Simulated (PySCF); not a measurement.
Job file and geometry (Å, from GFN2-xTB) of an NMR shielding run on SMILES B[C@]1(C#C)BCCC1=C, C7H10B2, GIAO PBE0/pcSseg-1 NMR shielding, non-relativistic, gas phase in PySCF; density fitting, a coarse starting grid and PySCF grid level 2 are the driver's defaults:

```
$ OMP_NUM_THREADS=1 python probes_run.py task.json out

{"job": {"kind": "nmr", "xc": "PBE0", "basis": "pcSseg-1"}, "charge": 0, "multiplicity": 1}
B      0.791630    -1.379747     1.192762
C      0.467407    -0.065461     0.334119
C      1.848055    -0.388742     0.031831
C      2.993134    -0.631691    -0.267684
B      0.074968     1.194683     1.140683
C     -1.358390     1.610714     0.626692
C     -1.787546     0.496372    -0.346659
C     -0.521727    -0.190791    -0.783076
C     -0.320142    -0.774685    -1.951904
H      1.213011    -1.277254     2.279161
H      0.504301    -2.424344     0.750954
H      3.993757    -0.819527    -0.525867
H      0.716208     1.739424     1.949196
H     -1.270759     2.556993     0.083058
H     -2.110525     1.784921     1.397917
H     -2.360418     0.867263    -1.197202
H     -2.409886    -0.231942     0.182425
H     -1.087719    -0.806076    -2.707120
H      0.614840    -1.250858    -2.196749
```

Question: What does the program print?

Answer: 
```
coarse grid: 15976 points
cycle   1  E = -321.7833870873  dE =  1.309e+00  |g| = 4.346e-01  |ddm| = 4.179e+00
cycle   2  E = -321.7827575843  dE =  6.295e-04  |g| = 4.459e-01  |ddm| = 9.502e-01
cycle   3  E = -321.8319285185  dE = -4.917e-02  |g| = 1.495e-01  |ddm| = 5.446e-01
cycle   4  E = -321.8365391256  dE = -4.611e-03  |g| = 6.119e-02  |ddm| = 1.507e-01
cycle   5  E = -321.8374691411  dE = -9.300e-04  |g| = 1.214e-02  |ddm| = 6.165e-02
cycle   6  E = -321.8375071882  dE = -3.805e-05  |g| = 3.912e-03  |ddm| = 1.837e-02
cycle   7  E = -321.8375107337  dE = -3.545e-06  |g| = 1.492e-03  |ddm| = 5.333e-03
final grid: 154592 points
cycle   8  E = -321.8902027869  dE = -4.992e-05  |g| = 9.048e-03  |ddm| = 6.095e-02
cycle   9  E = -321.8901809815  dE =  2.181e-05  |g| = 1.296e-02  |ddm| = 2.480e-02
cycle  10  E = -321.8902231302  dE = -4.215e-05  |g| = 3.050e-03  |ddm| = 1.586e-02
cycle  11  E = -321.8902253785  dE = -2.248e-06  |g| = 6.336e-04  |ddm| = 2.644e-03
cycle  12  E = -321.8902254683  dE = -8.979e-08  |g| = 2.450e-04  |ddm| = 6.903e-04
cycle  13  E = -321.8902254826  dE = -1.431e-08  |g| = 5.096e-05  |ddm| = 2.371e-04
cycle  14  E = -321.8902254833  dE = -6.767e-10  |g| = 1.148e-05  |ddm| = 6.822e-05
converged SCF energy = -321.8902254833

GIAO shielding tensors (ppm)
atom      isotropic    diamagn.    paramagn.     s11        s22        s33       span
  0 B       69.256     192.134    -122.878     25.931     62.197    119.640     93.709
  1 C      115.971     251.967    -135.996     91.396    104.385    152.131     60.735
  2 C      112.787     258.112    -145.325     -7.020     54.750    290.631    297.651
  3 C       72.202     258.972    -186.770    -23.722     35.247    205.080    228.801
  4 B       15.864     186.616    -170.752    -43.523    -14.471    105.586    149.110
  5 C      157.192     254.120     -96.928    146.156    157.473    167.947     21.791
  6 C      149.163     246.912     -97.748    125.318    149.502    172.670     47.352
  7 C       19.289     260.207    -240.918    -90.477     25.093    123.250    213.726
  8 C       79.929     252.355    -172.426    -21.526     96.449    164.863    186.388
  9 H       27.135      29.194      -2.060     25.316     26.730     29.358      4.042
 10 H       27.275      29.571      -2.296     24.910     27.426     29.489      4.579
 11 H       28.329      34.522      -6.193     23.981     24.241     36.765     12.784
 12 H       24.147      29.005      -4.858     19.632     26.334     26.476      6.844
 13 H       30.257      29.569       0.687     25.263     28.775     36.732     11.469
 14 H       29.854      29.059       0.795     25.260     28.198     36.103     10.842
 15 H       28.951      30.513      -1.562     24.198     28.630     34.025      9.827
 16 H       28.999      30.059      -1.060     24.623     28.055     34.318      9.695
 17 H       26.488      30.322      -3.834     24.235     24.725     30.505      6.270
 18 H       26.486      31.975      -5.488     24.052     24.509     30.898      6.845
```

Size and cost of the density-fitted run: 203 basis functions, 24 s wall time on 1 thread of an AMD EPYC 9R45, shared host; peak memory 0.9 GiB.
